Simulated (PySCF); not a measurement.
## Static response to an electric field

Species: C₆H₁₃As.
Structure used (PBE0-D3(BJ)/def2-SVP), in Å, numbered top down from 1:
```
atom  x, y, z in Å
C1     2.6004   -0.7047   -0.9112
C2     1.8563    0.1777   -0.2422
C3     0.8023   -0.1756    0.7616
C4    -0.6398    0.1649    0.3237
C5    -0.8020    1.6584    0.0418
C6    -1.0449   -0.6542   -0.8957
As7   -1.7955   -0.2415    1.9139
H8     3.3593   -0.3863   -1.6309
H9     2.4807   -1.7826   -0.7583
H10    2.0169    1.2466   -0.4287
H11    0.8645   -1.2545    0.9838
H12    1.0186    0.3556    1.7068
H13   -0.4846    2.2748    0.8982
H14   -1.8503    1.9091   -0.1849
H15   -0.2023    1.9593   -0.8327
H16   -2.0832   -0.4418   -1.1925
H17   -0.3907   -0.4183   -1.7525
H18   -0.9626   -1.7349   -0.7029
H19   -1.7190   -1.7599    1.7667
H20   -3.1151   -0.1767    1.1480
```

Level: PBE0/def2-SVPD (PySCF), static field, nuclei fixed, core orbitals frozen in the response. The polarisability tensor in these axes (au):

```
x   117.77  -3.38 -18.38
y    -3.38  99.39   1.01
z   -18.38   1.01 106.00
```

Task: Give the principal values, the mean and the anisotropy Δα = √{½[(α1 − α2)² + (α2 − α3)² + (α1 − α3)²]}.

Result: Principal values 92.38, 99.25 and 131.53 au; mean 107.72 au = 15.96 Å³ = 17.76 × 10⁻⁴⁰ C²·m²/J; Δα = 36.21 au (34 % of the mean).

Task: What is the dipole moment, and where does it point?

Result: (0.30, 0.14, -0.90) D, 0.96 D in size, pointing from the negative to the positive side. Measured along this direction, the outermost atoms are H19 and As7 at the negative end and H8 at the positive end.

Task: What depolarisation ratio follows for Rayleigh scattering of linearly polarised light, taking the static tensor?

Result: ρ = 3Δα²/(45ᾱ² + 4Δα²) = 3934.2/(522167 + 5245.7) = 0.00746.

Task: What would n − 1 = 2πNα be for an ideal gas of these molecules at 273.15 K and 1 atm, electronic part alone?

Result: N = p/kT = 2.6868 × 10¹⁹ cm⁻³, so n − 1 = 2π × N × 15.96 × 10⁻²⁴ cm³ = 2695 × 10⁻⁶ at long wavelengths, for an ideal gas.

Task: In a dilute gas of rigid molecules at 273 K, how does the orientational term μ²/3kT compare with the electronic polarisability?

Result: In Gaussian units μ²/3kT = 8.16 Å³ against 15.96 Å³, a ratio of 0.51; the Debye molar polarisation (4π/3)N_A(α + μ²/3kT) is 60.8 cm³/mol, leaving out the vibrational part.

Task: Find the Langevin capture rate constant for NH4+ (18.034 u) meeting this molecule (160.023 u), k = 2.342 × 10⁻⁹ cm³/s × √(α in Å³ / reduced mass in u).

Result: The reduced mass is 16.21 u, so k = 2.32 × 10⁻⁹ cm³/s. The formula leaves out the permanent dipole, which adds to the capture rate.

Task: What are the principal values of the traceless quadrupole moment, Θ = ½Σq(3rr − r²1), about the centre of nuclear charge?

Result: -3.62, -0.18, 3.81 D·Å. The values depend on the origin, since the dipole doesn't vanish. The electronic extent ⟨r²⟩ about the same centre is 1456 bohr², a root-mean-square distance of 2.23 Å for the 82 electrons.

Isolated species at its PBE0-D3(BJ)/def2-SVP geometry (one conformer only). The calculation is non-relativistic, for arsenic too.

The run behind these numbers computed excited states and ΔSCF ions as well. On one thread of an Arm Neoverse V2, shared host, this took 3.2 min wall (grids of density and orbitals included) and 1.1 GiB of memory at its peak.
